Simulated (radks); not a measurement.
These are the eigenvalues of the occupied orbitals of an atom or ion with whole-number occupations (eV). Method: Dirac Kohn-Sham, PBE, spin-unpolarised, spherical densities, finite nucleus; Fermi nuclear charge, rms radius of each element as measured or else 0.836 A^(1/3) + 0.57 fm; computed with a radial shooting solver on a logarithmic mesh with Libxc functionals.

1s1/2: -25614.29
2s1/2: -4025.587
2p1/2: -3762.694
2p3/2: -3587.248
3s1/2: -971.8721
3p1/2: -867.4098
3p3/2: -836.0028
3d3/2: -651.8917
3d5/2: -645.5024
4s1/2: -352.9318
4p1/2: -316.3405
4p3/2: -309.2785

Which element is it, and in what charge state? The configuration may be excited. Open shells, if any, fill j = l - 1/2 first.

Answer. Z = 47, silver, charge +13: Ag13+ in [Ar] 3d10 4s2 4p4. The list shows which subshells hold electrons but not how many an open one holds; the 1s level, -941.31 hartree, gives Z - s = 43.4 by -(Z - s)^2/2, which with screening and relativity narrows Z to a few neighbours, and the depths of the outer levels then fix element, charge and occupations together.
